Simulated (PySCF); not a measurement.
HfO (SMILES [O]=[Hf]), singlet, at a GFN2-xTB geometry (such geometries of metal compounds can be far from the true shape) (core potentials on Hf).

The PySCF input:
```python
from pyscf import gto, scf, dft, solvent

mol = gto.M(
    atom='''
Hf   -0.00000000   -0.00000000   -0.17306247
O     0.00000000    0.00000000    1.55756225
''',
    basis='def2-svpd',
    ecp={'Hf': 'def2-svpd'},
    verbose=4,
)

mf = dft.RKS(mol)
mf.xc = 'm062x'
mf.kernel()
```

Problem. What does this run give for the nuclear repulsion energy, number of basis functions, Mulliken (on the basis functions themselves) charges in atom order, HOMO-LUMO gap, dipole moment, HOMO energy?

Solution. 
```json
{
  "nuclear_repulsion_energy": "29.3541 Eh",
  "number_of_basis_functions": "58",
  "Mulliken (on the basis functions themselves) charges in atom order": "Hf1 0.60, O2 -0.60",
  "HOMO-LUMO gap": "5.21 eV",
  "dipole_moment": "3.59 D",
  "HOMO energy": "-6.42 eV"
}
```
